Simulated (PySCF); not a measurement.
C₃H₈BNO, SMILES C[C@@H]1CB(N)O1. Geometry optimised at B3LYP-D3(BJ)/def2-SVP. The structure was generated by enumeration; whether it is a known compound was not checked. The values are those of a single conformer.

All values below come from B3LYP-D3(BJ)/def2-SVP (PySCF 2.14.0).

Harmonic wavenumbers (cm⁻¹): 95, 247, 293, 371, 382, 386, 439, 549, 617, 763, 839, 861, 880, 938, 979, 1055, 1093, 1134, 1185, 1211, 1334, 1358, 1399, 1408, 1453, 1466, 1476, 1608, 3027, 3036, 3070, 3114, 3117, 3128, 3604, 3712. Rotational constants (GHz): 8.567, 2.451, 2.143; symmetry number 1.

Problem. Work out the zero-point energy and the ideal-gas rigid-rotor harmonic-oscillator thermochemistry at 298.15 K and 1 atm.

Solution. ZPE = ½ Σ hcν = ½ × 51628 cm⁻¹ = 308.80 kJ/mol. H − E(el) = 328.69 kJ/mol. Entropy in J/(mol K): translation 164.14, rotation 110.34, vibration 54.56, total 329.03. G − E(el) = 230.59 kJ/mol. Cp = 111.71 J/(mol K). Modes under 150 cm⁻¹ make the vibrational entropy uncertain.
